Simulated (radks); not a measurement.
The numbers below are computed, except where a source is named.
Correlation energies from several functionals, in hartree. Species: Mn+ [Ar] 3d5 4s1; Mn [Ar] 3d5 4s2. Level of theory: non-relativistic Kohn-Sham, r2SCAN, spin-polarised, spherical densities, point nucleus; meta-GGA in the generalised Kohn-Sham scheme (a radial shooting solver on a logarithmic mesh with Libxc functionals). Every spin shell is full or empty, so the densities are truly spherical. Functionals are evaluated on that one density, not self-consistently.

functional      Mn+       Mn
PW92        -1.9983  -2.0520
VWN5        -2.0084  -2.0620
PBE         -1.0155  -1.0429
PBEsol      -1.1708  -1.2051
AM05        -1.8337  -1.8797
TPSS        -1.0168  -1.0472
revTPSS     -1.0349  -1.0689
SCAN        -1.0187  -1.0570
r2SCAN      -1.0264  -1.0645
